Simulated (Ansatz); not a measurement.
Reaction (ligand exchange at the Si–O bond): `CCBO[SiH3]` + `NCF` → `FCN[SiH3]` + `CCBO`

Computed with Ansatz on PBE0-D4/def2-TZVP structures; ΔE is electronic, products minus reactants. CCSD(T)/CBS adds triple-zeta CCSD(T) − MP2 to the extrapolated MP2 energy (def2 sets, frozen cores). Functionals use def2-TZVPP. Each species was taken in one conformer, which may not be the lowest.

CCSD(T)/CBS gives +44.8 kJ/mol.

Q: Another level gave +45.5 kJ/mol. Which?
A. HF/def2-TZVPP
B. BLYP/def2-TZVPP
C. BHLYP-D4/def2-TZVPP
D. PBE-D4/def2-TZVPP

A: B. BLYP 45.5, PBE-D4 37.7, BHLYP-D4 50.4, HF/def2-TZVPP 58.1 kJ/mol.

Largest T1 diagnostic among the species: 0.011.

In def2-TZVPP, CCSD(T) changes the Hartree–Fock value by −14.0 kJ/mol (the triples alone add −1.8 kJ/mol) and MP2 by −14.2 kJ/mol. Leaving LDA and LC-ωPBE aside and taking each functional with its dispersion term where it has one, the values, not all of them listed here, spread over 13.9 kJ/mol, from revPBE-D4 to BHLYP-D4.
